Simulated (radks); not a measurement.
Results of a calculation; reference values are marked as such.
Question: All-electron atom: Ag6+ in [Kr] 4d4 4f1 (not the ground configuration). Level of theory: Dirac Kohn-Sham, PBEsol, spin-unpolarised, spherical densities, point nucleus; open shells are shared between the two j in proportion to 2j + 1 (a radial shooting solver on a logarithmic mesh with Libxc functionals).

Spin-orbit splittings of the eigenvalues, e(l+1/2) - e(l-1/2), with zeta = 2 splitting/(2l+1) and mean radii in bohr:

| shell | occ. | splitting (eV) | zeta (eV) | <r> j=l-1/2 | <r> j=l+1/2 |
|---|---|---|---|---|---|
| 2p | 6 | 175.2 | 116.8 | 0.1141 | 0.1192 |
| 3p | 6 | 31.02 | 20.68 | 0.3597 | 0.3705 |
| 3d | 10 | ? | ? | 0.3429 | 0.3463 |
| 4p | 6 | 5.709 | 3.806 | 0.9315 | 0.9562 |
| 4d | 4 | 0.8656 | 0.3462 | 1.100 | 1.108 |
| 4f | 1 | 0.04285 | 0.01224 | 1.675 | 1.678 |
| 5p | 0 | 1.248 | 0.8320 | 2.121 | 2.164 |
| 5d | 0 | 0.1924 | 0.07698 | 2.620 | 2.632 |
| 5f | 0 | 0.01861 | 0.005316 | 3.596 | 3.599 |

Estimate the 3d splitting.

Answer: 6.267 eV (zeta = 2.507 eV).
